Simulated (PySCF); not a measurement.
# GaHCl + Cl₂ → GaCl₂ + HCl

Level: PBE0 in the def2-TZVP basis family, all electrons, no relativity, computed in PySCF with density fitting; open shells unrestricted.

```json
{"species": "GaHCl", "state and structure": "doublet, Cs, Ga–Cl 2.168 Å, Ga–H 1.604 Å; Cl–Ga–H 115.6°", "E (Eh)": "-2385.27294", "ZPE (kJ/mol)": "16.0", "H(298 K) − H(0) (kJ/mol)": "11.3", "S° (J/(mol K))": "270.0"}
{"species": "Cl₂", "state and structure": "singlet, D∞h, Cl–Cl 1.982 Å", "E (Eh)": "-920.08940", "ZPE (kJ/mol)": "3.5", "H(298 K) − H(0) (kJ/mol)": "9.1", "S° (J/(mol K))": "222.5"}
{"species": "GaCl₂", "state and structure": "doublet, C2v, Ga–Cl 2.160 Å (×2); Cl–Ga–Cl 119.1°", "E (Eh)": "-2844.80901", "ZPE (kJ/mol)": "5.5", "H(298 K) − H(0) (kJ/mol)": "13.4", "S° (J/(mol K))": "302.1"}
{"species": "HCl", "state and structure": "singlet, C∞v, H–Cl 1.279 Å", "E (Eh)": "-460.66440", "ZPE (kJ/mol)": "17.9", "H(298 K) − H(0) (kJ/mol)": "8.7", "S° (J/(mol K))": "186.6"}
```

(1) What is the electronic reaction energy?

(2) Add zero-point, thermal and entropy terms for 298.15 K and 1 bar.

Results:

(1) At PBE0/def2-TZVP, ΔE = -291.6 kJ/mol from the differences of the total energies times 2625.5, downhill. Chlorination of this kind underlies dry etching.

(2) ΔZPE = 3.9 and Δ[H(298) − H(0)] = 1.7 kJ/mol give ΔH° = -286.0 kJ/mol. ΔS° = -3.8 J/(mol K), so ΔG° = -286.0 − 298.15 × (-0.0038) = -285 kJ/mol.

The structures come from searches over a few start shapes, so lower isomers are not excluded.
